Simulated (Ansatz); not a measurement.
Consider the ligand exchange at the Si–C bond: `O[CH]([SiH3])[SnH3]` + `[BH2][AlH][OH]` → `[BH2][AlH][O][SiH3]` + `O[CH2][SnH3]`.

Computed with Ansatz on PBE0-D4/def2-TZVP structures; ΔE is electronic, products minus reactants. CBS: MP2 limit from def2 TZ/QZ plus the TZ coupled-cluster correction, frozen cores. Elements past krypton have def2 core potentials. For Sn outer-core shells are correlated without core-valence functions, which leaves a few kJ/mol of doubt a bond. Each species was taken in one conformer, which may not be the lowest.

```
              species  CCSD(T)/CBS(def2) energy (Eh)
`O[CH]([SiH3])[SnH3]`                     -621.09204
     `[BH2][AlH][OH]`                     -344.39123
`[BH2][AlH][O][SiH3]`                     -634.71196
       `O[CH2][SnH3]`                     -330.81397
```

Q: Work out ΔE.

A: ΔE = (-634.71196) + (-330.81397) − (-621.09204) − (-344.39123) = -0.04266 Eh = -112.0 kJ/mol.

Largest T1 diagnostic among the species: 0.013.

From PBE to PBE0 (25 % exact exchange), in def2-TZVPP and without D4, ΔE moves by −7.2 kJ/mol. The D4 term adds +6.4 kJ/mol with B3LYP and +3.4 kJ/mol with PBE0; it sums over pairs of atoms, weighted by their polarisabilities, and B3LYP, whose exchange is more repulsive, gets the larger term.

B3LYP here is the variant with VWN-RPA as its local correlation; programs differ in this.
